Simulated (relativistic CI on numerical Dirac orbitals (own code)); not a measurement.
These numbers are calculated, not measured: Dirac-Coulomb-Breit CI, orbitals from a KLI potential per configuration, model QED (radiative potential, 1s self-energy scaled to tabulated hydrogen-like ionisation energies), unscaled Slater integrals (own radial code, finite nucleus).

The strongest absorption lines from the ground level of an ion, among the configurations computed and to levels below about 153 eV (vacuum wavelength in nm, gf): 8.1284 (0.054), 8.3001 (0.052), 9.6883 (0.079), 9.7442 (0.06), 9.8275 (0.072), 9.8951 (0.21), 9.9211 (0.3), 10.195 (0.13).

Problem. Which ion is it?
A. Pm²⁰⁺
B. Eu²⁰⁺
C. Eu²⁴⁺
D. Eu²²⁺

Solution. D. Eu²²⁺ has 41 electrons and the ground level 4s²4p⁶4d⁵ ⁶S5/2; the strongest line goes to 4s²4p⁵4d⁶ ⁶P°5/2. The pattern of lines fixes the number of electrons, and along that sequence the line energies rise steadily with the charge (about as its square where n changes within one kind of shell, about linearly where n is kept but much faster in heavy ions where fine structure, which grows about as Z⁴, sets the gap, and irregularly where shells cross), which fixes Z. Configurations outside the model, such as inner-shell arrays, can give stronger lines. At this charge energies of transitions that change n are usually good to better than 1 %, and those within a shell (Δn = 0) to a few per cent. Terms inside the open d or f shell come out 10 to 20 % too wide with unscaled integrals.

LS names give the leading component of a level, which can be under half, so a name can repeat, a term be missing and a line seem to break the LS rules.
